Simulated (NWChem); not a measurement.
# Atomisation of H$_{3}$BCl$_{2}$Si

```
Si
H 1 1.5043
H 1 1.5070 2 109.15
H 1 1.5082 2 108.76 3 -117.13
B 1 2.0304 2 112.48 4 -120.66
Cl 5 1.7590 1 122.21 2 6.34
Cl 5 1.7618 6 118.40 1 -179.19
```
Charge 0, spin multiplicity 1.

The numbers come from NWChem runs, not from measurements. All single points use one geometry, from PBE/def2-SVP, a minimum by its harmonic frequencies.

Basis set: def2-TZVP. The atomisation energy is electronic alone: no zero-point, thermal, spin-orbit or counterpoise terms. No value is extrapolated to the basis-set limit. Free atoms are single determinants with multiplicities B 2, Cl 2, Si 3, H 2.

B3LYP has NWChem's definition, with VWN1-RPA local correlation. The structure started from a generated list of species. No SCF solution was tested for a lower state. Open-shell Hartree-Fock references start from PBE0 orbitals.

### Question
Order these methods by the atomisation energy they give, lowest first: B3LYP, PBE0, PBE, BHandHLYP, r2SCAN, HF.

### Answer
HF (399.6 kcal/mol), BHandHLYP (503.1 kcal/mol), B3LYP (510.7 kcal/mol), PBE0 (518.4 kcal/mol), PBE (522.9 kcal/mol), r2SCAN (525.4 kcal/mol)
